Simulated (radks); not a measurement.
Question: Cs XXXV, 21 electrons, occupied as [Ar] 3d3. Calculated with a radial shooting solver on a logarithmic mesh with Libxc functionals: scalar-relativistic Kohn-Sham, BLYP, spin-polarised, spherical densities, finite nucleus; open shells are filled with parallel spins first (spin-orbit coupling, left out, can overturn this in heavy ions); Fermi nuclear charge, rms radius 4.8041 fm. Some entries of the table are withheld. Estimate them.

| orbital | occ. | eigenvalue (hartree) | <r^2> (bohr^2) |
|---|---|---|---|
| 1s up | 1 | -1377.785 | 0.0009250 |
| 1s down | 1 | -1377.780 | 0.0009250 |
| 2s up | 1 | -267.2233 | 0.01462 |
| 2s down | 1 | -266.8132 | 0.01459 |
| 2p up | 3 | -246.3470 | 0.01157 |
| 2p down | 3 | -246.0354 | 0.01154 |
| 3s up | 1 | -95.25685 | 0.08903 |
| 3s down | 1 | -94.79909 | 0.08938 |
| 3p up | 3 | -88.64246 | 0.08624 |
| 3p down | 3 | -88.16737 | 0.08666 |
| 3d up | 3 | -80.18736 | 0.06891 |
| 3d down | 0 | -79.59656 | 0.06939 |
| 4s up | 0 | (1) | 0.3376 |
| 4s down | 0 | (2) | 0.3398 |
| 4p up | 0 | -45.33739 | 0.3455 |
| 4p down | 0 | -45.17279 | 0.3480 |

Answer: 
(1) 4s up eigenvalue (hartree): -47.95418
(2) 4s down eigenvalue (hartree): -47.78945
